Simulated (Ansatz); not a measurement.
Species: GeH3 (charge 0, doublet). 
Coordinates optimised at B3LYP-D3(BJ)/def2-TZVP (Ansatz, a quantum-chemistry and plane-wave program):
```xyz
4

Ge    -0.0167    -0.0237    -0.0294
H      0.5517    -0.9452     1.0702
H     -1.1244     0.8871     0.5402
H      1.1063     0.8180    -0.6708
```
Charge 0, spin multiplicity 2.

Basis-set convergence of Hartree-Fock and CCSD correlation energies (hartree) with Ansatz. Cores are frozen in the correlated levels unless marked. UHF or UKS for open shells. Spin-orbit coupling is left out. Frozen are the shells of the preceding noble gas and the d and f shells that filled before the atom's block. No relativistic terms.

```json
[
 {"basis": "def2-SVP", "functions": "47", "E(HF)": "-2076.80376", "E(corr, CCSD)": "-0.11624"},
 {"basis": "def2-TZVPP", "functions": "90", "E(HF)": "-2077.06886", "E(corr, CCSD)": "-0.13733"},
 {"basis": "def2-QZVPP", "functions": "179", "E(HF)": "-2077.11160", "E(corr, CCSD)": "-0.14303"}
]
```

Extrapolating the two largest sets (X = 3 and 4) as X^-3: E(corr) = (64·(-0.14303) - 27·(-0.13733))/37 = -0.1472 Eh, an estimate of the basis-set limit. The largest set recovers 97.2 % of it, the smallest 79.0 %.
